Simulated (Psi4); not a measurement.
Level of theory: SAPT0/jun-cc-pVDZ, all electrons correlated run with Psi4 1.11.

Psi4 input:

```
molecule {
0 1
C 0.76124025 0.05289147 -0.00871196
C -0.76124017 -0.05289147 0.00871193
H 1.15010902 0.01501582 -1.02821779
H 1.09915852 0.98998810 0.43817433
H 1.22229181 -0.76380030 0.55029765
H -1.09914105 -0.99017326 -0.43779894
H -1.22228013 0.76356827 -0.55064624
H -1.15013825 -0.01459862 1.02819102
--
1 1
Li 0.44990739 -2.10903964 -1.06140749
units angstrom
symmetry c1
no_reorient
no_com
}
set basis jun-cc-pvdz
set scf_type df
set freeze_core false
energy('sapt0')
```

Part of the output:

```
    SAPT Results
  --------------------------------------------------------------------------------------------------------
    Electrostatics                 -0.63837628 [mEh]      -0.40058716 [kcal/mol]      -1.67605670 [kJ/mol]
      Elst10,r                     -0.63837628 [mEh]      -0.40058716 [kcal/mol]      -1.67605670 [kJ/mol]

    Exchange                        4.92440220 [mEh]       3.09010903 [kcal/mol]      12.92901619 [kJ/mol]
      Exch10                        4.92440220 [mEh]       3.09010903 [kcal/mol]      12.92901619 [kJ/mol]
      Exch10(S^2)                   4.91772079 [mEh]       3.08591638 [kcal/mol]      12.91147415 [kJ/mol]

    Induction                     -21.85098852 [mEh]     -13.71170231 [kcal/mol]     -57.36976245 [kJ/mol]
      Ind20,r                     -23.58462344 [mEh]     -14.79957465 [kcal/mol]     -61.92142032 [kJ/mol]
      Exch-Ind20,r                  2.90351482 [mEh]       1.82198306 [kcal/mol]       7.62317710 [kJ/mol]
      delta HF,r (2)               -1.16987989 [mEh]      -0.73411071 [kcal/mol]      -3.07151923 [kJ/mol]

    Dispersion                     -0.17710130 [mEh]      -0.11113274 [kcal/mol]      -0.46497940 [kJ/mol]
      Disp20                       -0.19518361 [mEh]      -0.12247956 [kcal/mol]      -0.51245449 [kJ/mol]
      Exch-Disp20                   0.01808231 [mEh]       0.01134682 [kcal/mol]       0.04747509 [kJ/mol]
      Disp20 (SS)                  -0.09759180 [mEh]      -0.06123978 [kcal/mol]      -0.25622725 [kJ/mol]
      Disp20 (OS)                  -0.09759180 [mEh]      -0.06123978 [kcal/mol]      -0.25622725 [kJ/mol]
      Exch-Disp20 (SS)              0.01633113 [mEh]       0.01024794 [kcal/mol]       0.04287737 [kJ/mol]
      Exch-Disp20 (OS)              0.00175118 [mEh]       0.00109888 [kcal/mol]       0.00459772 [kJ/mol]

  Total HF                        -17.56496260 [mEh]     -11.02218044 [kcal/mol]     -46.11680296 [kJ/mol]
  Total SAPT0                     -17.74206390 [mEh]     -11.13331318 [kcal/mol]     -46.58178236 [kJ/mol]
```
